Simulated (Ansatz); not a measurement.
Born–Oppenheimer molecular dynamics of AlF2H4P (8 atoms, charge 0, multiplicity 1). It starts at the highest image of a converged band, a first-order saddle point between two minima.

Method: RKS PBE/6-31G* in Ansatz 0.2.0.

* ensemble: NVE (velocity Verlet)
* time step: 0.5 fs
* steps asked: 200
* starting velocities drawn for: 100 K
* seed: 5329

First frame:

```xyz
8
Properties=species:S:1:pos:R:3
Al 0.072 -0.404 0.077
H -0.132 0.160 1.704
F 1.543 0.073 -0.540
F -1.331 -0.222 -0.799
P 0.208 -2.684 1.171
H -0.756 -2.880 0.123
H 1.361 -2.663 0.314
H -0.018 -0.958 1.705
```

Q: How far do the bonds stretch over the last three quarters of this one trajectory? (Pairs bonded in most of those frames.)

A: 
```csv
bond,mean (Å),spread (Å),shortest,longest
Al1–H2,1.597,0.053,1.51,1.68
Al1–F3,1.679,0.018,1.65,1.71
Al1–F4,1.678,0.017,1.65,1.71
P5–H6,1.441,0.007,1.43,1.46
P5–H7,1.444,0.008,1.43,1.46
P5–H8,1.466,0.091,1.32,1.59
```

Pairs bonded in part of these frames only: Al1–P5 14 %.

Mean temperature of the second half: 1037 K. The conserved energy stayed within 0.2 meV per atom of its start (net change 0.071 meV per atom), so the integration is sound. The kinetic energy rose, since the run started high on the potential surface and went downhill. It ends in pieces (AlF2H + H3P), so much of that is their flight and rotation, not heat. A run of 0.1 ps of so small a system gives no equilibrium averages. The orbitals stay closed-shell, which can raise the energy where a bond breaks towards radicals; this wasn't checked here.

Time of the run: 7.8 min on 1 thread of AMD EPYC 7R43 64-Core Processor (Zen 3), with other jobs on the host, peak memory 0.17 GiB.
